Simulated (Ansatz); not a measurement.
A structure relaxed at PBE0-D4/def2-TZVP, charge 0, multiplicity 1:

```xyz
11

C     1.580    1.177    0.381
In   -0.005   -0.242    0.080
C    -1.943   -0.240   -0.822
O     0.381   -2.074    0.803
H     2.188    0.883    1.236
H     1.183    2.179    0.548
H     2.217    1.204   -0.506
H    -2.406   -1.213   -0.656
H    -1.864   -0.058   -1.895
H    -2.571    0.540   -0.390
H     1.241   -2.156    1.221
```

Task: Give its formula and SMILES.

Result: C2H7InO, `[CH3][In]([CH3])[OH]`.

Task: Summarise the bond lengths by kind.

Result: 2 × C–In 2.138 to 2.148 Å; 6 × C–H 1.090 to 1.092 Å; 1 × In–O 2.007 Å; 1 × H–O 0.959 Å.

All numbers were calculated with Ansatz.
